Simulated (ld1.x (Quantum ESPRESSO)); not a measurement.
## Reading a pseudo-wave (fluorine)

Columns: radius, all-electron u(r) and pseudo u(r) of the 2s shell (level -29.64 eV) of fluorine in the configuration [He] 2s2 2p5; PBEsol, non-relativistic, TM scheme, ld1.x (Quantum ESPRESSO) 7.5.

```tsv
r (bohr)	all-electron	pseudo
0.057	0.4045	-0.0662
0.115	0.4316	-0.1363
0.172	0.2811	-0.2108
0.230	0.0583	-0.2953
0.288	-0.1760	-0.3910
0.345	-0.3887	-0.4972
0.402	-0.5714	-0.6127
0.460	-0.7223	-0.7317
0.518	-0.8381	-0.8389
0.575	-0.9206	-0.9206
0.632	-0.9761	-0.9761
0.690	-1.0089	-1.0089
0.747	-1.0221	-1.0221
0.805	-1.0200	-1.0200
0.862	-1.0059	-1.0059
0.920	-0.9822	-0.9822
0.977	-0.9521	-0.9521
1.035	-0.9163	-0.9163
1.092	-0.8778	-0.8778
1.150	-0.8364	-0.8364
1.208	-0.7939	-0.7939
1.265	-0.7517	-0.7517
1.322	-0.7098	-0.7098
1.380	-0.6679	-0.6679
1.438	-0.6271	-0.6271
1.495	-0.5883	-0.5883
```

(1) How many radial nodes do the two functions have?

(2) At about which radius was the pseudo-wave matched?

(3) Is the pseudo-wave norm-conserving?

## Answers

(1) The all-electron 2s function has n − l − 1 = 1; the pseudo-wave has 0, since the states of the same l below it are removed with the core.

(2) 0.60 bohr, where the columns begin to agree (steps of 0.06 bohr).

(3) Yes: the TM scheme keeps the norm inside the radius equal to the all-electron one, which fixes the energy derivative of the logarithmic derivative at the level.
